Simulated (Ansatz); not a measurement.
One geometry of FH₆N₃Zr (`[NH2][Zr]([NH2])([NH2])[F]`), several functionals.

```yaml
crystal:
  periodic: [false, false, false]
  atoms:
    - {symbol: N, position_ang: [0.794075, 1.704144, 0.306143]}
    - {symbol: Zr, position_ang: [-0.455910, 0.184420, -0.220095]}
    - {symbol: N, position_ang: [0.568931, -1.018525, -1.505256]}
    - {symbol: N, position_ang: [-0.818307, -0.905927, 1.461707]}
    - {symbol: F, position_ang: [-2.089213, 0.844813, -1.008079]}
    - {symbol: H, position_ang: [0.505347, 2.577471, 0.727212]}
    - {symbol: H, position_ang: [1.780669, 1.757489, 0.095520]}
    - {symbol: H, position_ang: [0.677284, -0.853333, -2.497382]}
    - {symbol: H, position_ang: [0.957956, -1.924196, -1.284003]}
    - {symbol: H, position_ang: [-1.578390, -1.563356, 1.577388]}
    - {symbol: H, position_ang: [-0.342441, -0.803000, 2.346844]}
basis:
  gaussian: {orbitals: def2-TZVPP}
hamiltonian: {xc: {name: PBE-QIDH}}
```

```sh
$ ansatz run in.yaml --threads 4 --pin off --events-out ev --progress --plain --max-ram 10444MiB
```

Output, abridged:

```
Functional definition: PBE-QIDH
1613 factors; integrals over basis functions are off by at most 1.2e-3 eV
mean field evaluation 1: about -8537.8590 eV, gradient 8.5e1 eV
mean field evaluation 2: about -8537.9328 eV, gradient 8.5e1 eV
mean field evaluation 4: about -8550.6043 eV, gradient 6.8e0 eV
mean field evaluation 8: about -8550.7446 eV, gradient 6.2e-1 eV
mean field evaluation 16: about -8550.7454 eV, gradient 8.2e-5 eV
mean field -8550.74539587 eV, -314.2340973948 hartree, gradient 3.9e-6 eV, S^2 0.000000; 0 other end points of the search recorded, 0 dependent functions left out
4 core orbitals not correlated: weight in the atoms' cores, before any rotation towards them, 1.000 or more for the frozen orbitals, at most 0.000 for the correlated occupied ones
reference -8550.74542157 eV, -314.2340983394 hartree; 20, 20 occupied and 240, 240 virtual orbitals, 1613 factors
second order -38.48045690 eV of doubles, -0.00000000 eV of singles
Total energy: -8563.57224054 eV, -314.7054752421 hartree
```

Run time 5 s (4 threads of an Arm Neoverse V2 on a shared host); peak host memory 0.69 GiB.

Changing it to `hamiltonian: {xc: r2scan, dispersion: d4}` and forces (abridged; 4.3 s):

```
Functional definition: r2SCAN
mean field evaluation 16: about -8571.4255 eV, gradient 3.9e-3 eV
mean field -8571.42551453 eV, -314.9940777381 hartree, gradient 1.8e-5 eV, S^2 0.000000
Total energy: -8571.48121819 eV, -314.9961248100 hartree
Atom 0 force     0.048210     0.033053     0.023504 eV/Å
Atom 1 force    -0.088475     0.036267    -0.043737 eV/Å
Atom 2 force     0.042691    -0.035802    -0.026985 eV/Å
Atom 3 force     0.006073    -0.034879     0.051269 eV/Å
Atom 4 force    -0.064819     0.025886    -0.031917 eV/Å
Atom 5 force     0.017797     0.041072     0.011798 eV/Å
Atom 6 force     0.032644     0.038812     0.004104 eV/Å
Atom 7 force     0.016924    -0.021292    -0.038442 eV/Å
Atom 8 force     0.019305    -0.036556    -0.029962 eV/Å
Atom 9 force    -0.020291    -0.027004     0.033493 eV/Å
Atom 10 force    -0.010056    -0.019558     0.046875 eV/Å
Dipole moment:     0.345768    -0.139698     0.167097 e Å
```

Changing it to `hamiltonian: {xc: hse06, dispersion: d4}` (abridged; 2.9 s):

```
Functional definition: HSE06
mean field evaluation 16: about -8565.6765 eV, gradient 1.3e-4 eV
mean field -8565.67648674 eV, -314.7828048635 hartree, gradient 2.4e-5 eV, S^2 0.000000
Total energy: -8565.85198892 eV, -314.7892544498 hartree
```

Changing it to `hamiltonian: {xc: {name: B2PLYP}}` (abridged; 5.5 s):

```
Functional definition: B2PLYP
mean field evaluation 16: about -8555.9147 eV, gradient 5.0e-4 eV
mean field -8555.91473747 eV, -314.4240671946 hartree, gradient 1.9e-6 eV, S^2 0.000000
4 core orbitals not correlated: weight in the atoms' cores, before any rotation towards them, 1.000 or more for the frozen orbitals, at most 0.000 for the correlated occupied ones
second order -41.50479711 eV of doubles, -0.00000000 eV of singles
Total energy: -8567.12125385 eV, -314.8358990758 hartree
```

With the line `hamiltonian: {xc: {name: B97M-V}}` (abridged; 9 s):

```
Functional definition: B97M-V
mean field evaluation 16: about -8572.8389 eV, gradient 1.2e-4 eV
mean field -8572.83892427 eV, -315.0460195881 hartree, gradient 5.5e-5 eV, S^2 0.000000
Total energy: -8572.83905906 eV, -315.0460245414 hartree
```

The same input with `hamiltonian: {xc: {name: wB97M-V}}` and forces (abridged; 11 s):

```
Functional definition: wB97M-V
mean field evaluation 16: about -8569.4855 eV, gradient 5.2e-4 eV
mean field -8569.48551270 eV, -314.9227839859 hartree, gradient 8.6e-5 eV, S^2 0.000000
Total energy: -8569.48561973 eV, -314.9227879192 hartree
Atom 0 force     0.033117     0.081038     0.008475 eV/Å
Atom 1 force    -0.013316     0.005928    -0.007592 eV/Å
Atom 2 force     0.017910    -0.047116    -0.071903 eV/Å
Atom 3 force    -0.044129    -0.034977     0.067611 eV/Å
Atom 4 force    -0.039479     0.015576    -0.019464 eV/Å
Atom 5 force     0.040244    -0.010840    -0.006388 eV/Å
Atom 6 force    -0.021270     0.021567     0.019253 eV/Å
Atom 7 force     0.019209    -0.031705     0.020020 eV/Å
Atom 8 force     0.002129     0.019465    -0.029404 eV/Å
Atom 9 force     0.029584     0.005057     0.029244 eV/Å
Atom 10 force    -0.023999    -0.023992    -0.009852 eV/Å
Dipole moment:     0.337521    -0.136363     0.163084 e Å
```

HSE06 is the plane-wave form, built on full-range PBE exchange.
